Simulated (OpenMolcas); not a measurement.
Computed levels of 4f² in ions with 56 electrons, in cm-1 above ³H₄.

* Program: OpenMolcas
* Method: CASSCF
* Basis: ANO-RCC-VTZP
* Scalar Hamiltonian: DKH2, point nucleus
* Spin-orbit coupling: RASSI with atomic mean-field integrals over the reference wave functions, term energies averaged over their components

Active space for each ion: 2 electrons in 7 orbitals (4f).

```tsv
Level	Ce2+	Nd4+
³H₅	1649	2983
³H₆	3416	6097
³F₂	5619	7775
³F₃	6668	9708
¹D₂	19299	26943
¹I₆	23061	32224
³P₀	24625	33503
³P₁	25073	34367
³P₂	25914	36004
```

Task: Estimate ³H₆, ³F₂, ³F₃ for Pr3+ from its neighbours Ce2+ and Nd4+.

Result: ³H₆ is fine structure, which grows about as the fourth power of a screened charge, so the fourth roots are averaged: ((3416^0.25 + 6097^0.25) / 2)^4 = 4612. The calculation gives 4680, so the estimate is off by -1.5 %; the measured value is 4389 (Martin, Zalubas and Hagan, Atomic Energy Levels: The Rare-Earth Elements, NSRDS-NBS 60 (1978)).
³F₂ is another term, which grows about linearly with the charge: (5619 + 7775) / 2 = 6697. The calculation gives 6794, so the estimate is off by -1.4 %; the measured value is 4997 (Martin, Zalubas and Hagan, Atomic Energy Levels: The Rare-Earth Elements, NSRDS-NBS 60 (1978)).
³F₃ is another term, which grows about linearly with the charge: (6668 + 9708) / 2 = 8188. The calculation gives 8253, so the estimate is off by -0.8 %; the measured value is 6415 (Martin, Zalubas and Hagan, Atomic Energy Levels: The Rare-Earth Elements, NSRDS-NBS 60 (1978)).

Without dynamic correlation excited terms often stand tens of per cent too high (terms of higher spin than the ground term too low), and those without a measured partner can miss by more than the paired ones. Some levels mix across a computed gap that differs much from the measured one, so their mixing is not that of the real levels (holds for Pr3+; Nd4+). Computed and measured levels are paired by configuration, term and J; levels that our copy of the source lacks, or whose pairing is in doubt (as where it misses far off the trend of its configuration), stay unpaired and out of the deviations. Only configurations of the active space appear.
